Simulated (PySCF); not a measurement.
Cl2H2HfS2, SMILES [Cl][Hf]([SH])([Cl])[SH], multiplicity 1.

Geometry: PBE-D3(BJ)/def2-SVP. The multiplicity is an assumed one; no other spin state was optimised. The structure was generated by enumeration; whether it is a known compound was not checked. The def2 effective core potentials stand for the cores of Hf; spin–orbit coupling is left out. The values are those of a single conformer.

These are PySCF with ωB97X/def2-TZVP values and carry that method's errors.

Gas-phase values at a fixed geometry.

Computed frontier levels, gap, dipole moment and polarisability:
The highest occupied level comes out as -10.45 eV. The lowest empty level comes out as -0.16 eV and the orbital gap comes out as 10.29 eV. The dipole moment is 0.79 D, the quadrupole, principal values (traceless, Buckingham form, about the centre of nuclear charge) is -5.43, -1.66, 7.09 D·Å and the mean static polarisability comes out as 101.6 bohr³ (15.05 Å³). The polarisability, principal values is 96.5, 100.8, 107.5 bohr³.
